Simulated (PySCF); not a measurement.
Ligands exchanged one at a time, In CH3-H. Isolated molecules, 0 K electronic values unless said otherwise. Strings in code marks are SMILES.

Quantity: vertical ionisation energy (energy after one electron is removed minus that of the parent at the parent's geometry), in eV.

Level 1: B3LYP-D3(BJ)/def2-TZVP // M06-2X/def2-TZVP (PySCF)
Level 2: minus the HOMO energy of B3LYP-D3(BJ)/def2-TZVP // M06-2X/def2-TZVP (PySCF)
Level 3: minus the HOMO energy of B3LYP/6-31G* (LANL2DZ on In) // M06-2X/def2-TZVP (PySCF)
Level 4: minus the HOMO energy of HF/6-31G* (LANL2DZ on In) // M06-2X/def2-TZVP (PySCF)

```
species        level 2  level 3  level 4
-------------  -------  -------  -------
`[CH3][InH2]`     7.34     7.25    10.23
```

Task: What does level 1 give for each?

Result: 
- `[CH3][InH2]`: 9.68
